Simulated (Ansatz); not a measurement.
Z-matrix (Å, degrees):
```
Si
N 1 1.756
H 1 1.485 2 108.7
H 1 1.482 2 109.0 3 120.9
H 1 1.485 2 108.7 3 -118.2
C 2 1.483 1 116.8 3 59.0
B 2 1.377 1 124.3 3 -121.0
Al 6 1.995 2 102.5 1 -180.0
H 6 1.096 2 109.5 1 -58.3
H 6 1.096 2 109.5 1 58.4
H 7 1.192 2 125.4 1 0.0
H 7 1.237 2 118.9 1 -180.0
H 8 1.590 6 119.0 2 96.5
H 8 1.590 6 119.0 2 -96.6
```

The species carries charge 0 and has multiplicity 1.

Problem. List the B3LYP/def2-TZVPP orbital energies in eV (the Gaussian-basis code of Ansatz). (An estimate is asked.)

Solution. Computed: Occupied: -1799.53, -1523.89, -390.17, -277.16, -184.23, -144.04, -111.88, -99.38, -99.34, -99.34, -72.63, -72.42, -72.42, -24.60, -18.17, -15.91, -13.95, -12.62, -12.22, -11.62, -10.64, -9.97, -9.94, -9.34, -8.20, -7.93, -7.51. Lowest empty: -1.01, -0.79, -0.07, 0.83, 0.96, 1.13, 1.18, 1.65.

B3LYP here is the variant with VWN-RPA as its local correlation; programs differ in this.
